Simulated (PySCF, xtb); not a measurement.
CCl3F, SMILES FC(Cl)(Cl)Cl.

GFN2-xTB in xtb at its own geometry gives an orbital gap of 5.48 eV and a dipole moment of 0.64 D.

Geometry optimised at B3LYP-D3(BJ)/def2-SVP.

What does M06-2X/def2-TZVP (PySCF) give? (An estimate is asked for; the answer gives what the named calculation found.)

gap 10.20 eV (levels -10.57 and -0.36 eV), dipole 0.38 D.
